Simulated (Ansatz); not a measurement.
**GeH2F (SMILES [F][GeH2]): methods side by side**

The species is GeH2F (4 atoms), meant as a doublet with charge 0. SMILES: `[F][GeH2]`. The shape is that of a PBE0-D4/def2-TZVP optimisation.

| atom | x (Å) | y (Å) | z (Å) |
| --- | --- | --- | --- |
| F | 0.1382 | -0.5854 | 1.4420 |
| Ge | 0.3057 | -0.2232 | -0.2571 |
| H | -1.0788 | -0.5278 | -0.8820 |
| H | 0.6904 | 1.2760 | -0.3231 |

Each level gives the energy change with the F1–Ge2 bond stretched from 1.745 to 2.618 Å (eV). The values are calculated.

```json
{"level": "USVWN5/STO-3G", "kind": "LDA", "program": "Ansatz", "value (eV)": "3.88", "less FCI/STO-3G": "+0.97"}
{"level": "U-revPBE/STO-3G", "kind": "GGA", "program": "Ansatz", "value (eV)": "3.39", "less FCI/STO-3G": "+0.48"}
{"level": "UBLYP/STO-3G", "kind": "GGA", "program": "Ansatz", "value (eV)": "3.46", "less FCI/STO-3G": "+0.55"}
{"level": "U-r2SCAN/STO-3G", "kind": "meta-GGA", "program": "Ansatz", "value (eV)": "3.77", "less FCI/STO-3G": "+0.86"}
{"level": "UB3LYP/STO-3G", "kind": "global hybrid", "program": "Ansatz", "value (eV)": "3.77", "less FCI/STO-3G": "+0.86"}
{"level": "UPBE0/STO-3G", "kind": "global hybrid", "program": "Ansatz", "value (eV)": "3.80", "less FCI/STO-3G": "+0.89"}
{"level": "UHSE06/STO-3G", "kind": "range-separated hybrid", "program": "Ansatz", "value (eV)": "3.80", "less FCI/STO-3G": "+0.89"}
{"level": "UB2PLYP/STO-3G", "kind": "double hybrid", "program": "Ansatz", "value (eV)": "3.65", "less FCI/STO-3G": "+0.74"}
{"level": "UCCSD(T)/STO-3G", "kind": "coupled cluster or CI", "program": "Ansatz", "value (eV)": "2.95", "less FCI/STO-3G": "+0.04"}
{"level": "FCI/STO-3G", "kind": "exact in the basis", "program": "Ansatz", "value (eV)": "2.91", "less FCI/STO-3G": "0.00"}
```

FCI/STO-3G is exact within its basis and frozen core, so for wave-function methods in that basis the difference is their error; functionals converge differently with the basis, so for them it is only a difference. All-electron rows without a relativistic Hamiltonian named are non-relativistic. The first shape isn't each level's own minimum. The values span 2.91 to 3.88 eV. Spin contamination of the reference (⟨S²⟩ at least 0.1 too high) touches U-r2SCAN/STO-3G, UB3LYP/STO-3G, UPBE0/STO-3G, UHSE06/STO-3G, UB2PLYP/STO-3G, UCCSD(T)/STO-3G. All rows use very small basis sets, so none should be taken for the real molecule's value. In the correlated wave-function rows the outer d shell of Ge is correlated, in sets not made for it.
